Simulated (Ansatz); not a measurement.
Basis-set extrapolation for CH$_{6}$ClFSi$_{2}$ (`C[SiH2][SiH](F)Cl`) (PBE0-D4/def2-TZVP geometry, frozen core, Ansatz 0.2.0). Multiplicity 1, RHF reference.

```json
{"": "HF", "def2-TZVPP": "-1178.392030", "def2-QZVPP": "-1178.429746"}
{"": "MP2 correlation", "def2-TZVPP": "-0.859080", "def2-QZVPP": "-0.933801"}
{"": "CCSD(T) correlation", "def2-TZVPP": "-0.951564", "def2-QZVPP": "not run"}
```

Energies in hartree. Use E(X) = E(∞) + A·exp(−7.88·√X) for Hartree–Fock and E(X) = E(∞) + B·X^(−2.97) for correlation, with X = 3 and 4, and add CCSD(T) minus MP2 of the smaller set to the MP2 limit.

Q: What is the CCSD(T) energy at the basis-set limit?

A: HF limit: -1178.429746 + (-0.037716) × 0.13774 = -1178.43494. MP2 limit: -0.933801 + (-0.074721) × 0.74074 = -0.98915. Higher-order term: -0.951564 − (-0.859080) = -0.09248. Total: -1179.51657 hartree, 4.71 eV below CCSD(T)/def2-TZVPP.
